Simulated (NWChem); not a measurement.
System: LiCl; SMILES [Li][Cl]

```xyz
2

Li     0.0000     0.0000    -1.7468
Cl     0.0000     0.0000     0.3083
```
Atoms are numbered in this order, from 1.

Program: NWChem. Coordinates come from a B3LYP/6-31G* (spherical d) optimisation.

For level B3LYP/def2-SVPD:

| Quantity | Value |
|---|---|
| orbital gap (eV) | 5.25 |

Q: How do the values read with level B3LYP/def2-TZVP instead?

A: 
* **orbital gap (eV)**: 5.05
